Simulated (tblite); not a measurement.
Species: CH₂Se.
InChI=1S/CH2Se/c1-2/h1H2

All values are computed: GFN2-xTB (tblite) harmonic vibrations without scaling, gas phase. Errors from tens to a few hundred cm⁻¹ against measured bands are possible.

Harmonic wavenumbers (cm⁻¹): 821.4, 889.3, 898.7, 1388.4, 3023.0, 3046.4.

A = 297961, B = 12604, C = 12093 MHz; mass 93.932 u (most abundant isotopes); point group C2v, symmetry number 2.

What is the zero-point energy?

½Σν̃ = 5034 cm⁻¹ = 60.22 kJ/mol.

Entropy at 298.15 K, 1 bar (ideal gas, RRHO, classical rotation)?

Translation 165.51, rotation 75.82, vibration 2.07: S = 243.4 J/(mol K).

And Cp and H(298.15 K) − H(0)?

Cp = 40.55 J/(mol K), of which vibrations give 7.29 (their classical limit is 6 R = 49.9); H(298.15 K) − H(0) = 10.42 kJ/mol without the zero-point energy, 0.50 from vibrations.

How do the functions run with temperature in this model?

| T (K) | S (J/(mol K)) | Cp (J/(mol K)) | H − H(0) (kJ/mol) | G − H(0) (kJ/mol) | ln q(vib) |
| --- | --- | --- | --- | --- | --- |
| 373.15 | 253.0 | 45.0 | 13.63 | -80.77 | 0.11 |
| 500 | 267.0 | 51.2 | 19.74 | -113.78 | 0.28 |
| 750 | 289.5 | 59.6 | 33.66 | -183.47 | 0.71 |
| 1000 | 307.5 | 65.3 | 49.31 | -258.17 | 1.18 |

q(vib) and H(0) count from the zero-point level.

Which modes carry the vibrational entropy at 298.15 K?

821.4 cm⁻¹: 0.80; 889.3 cm⁻¹: 0.61; 898.7 cm⁻¹: 0.59; 1388.4 cm⁻¹: 0.08; 3023.0 cm⁻¹: 0.00; 3046.4 cm⁻¹: 0.00 J/(mol K).

What must be added to the electronic energy to get the Gibbs energy at 298.15 K and 1 bar?

ZPE + [H(298.15 K) − H(0)] − T·S = 60.22 + 10.42 − 72.57 = -1.93 kJ/mol.

Time: under 0.1 s. Hardware: one thread of an Intel Xeon 6975P-C (shared host). This covers the Hessian and the dipole derivatives.
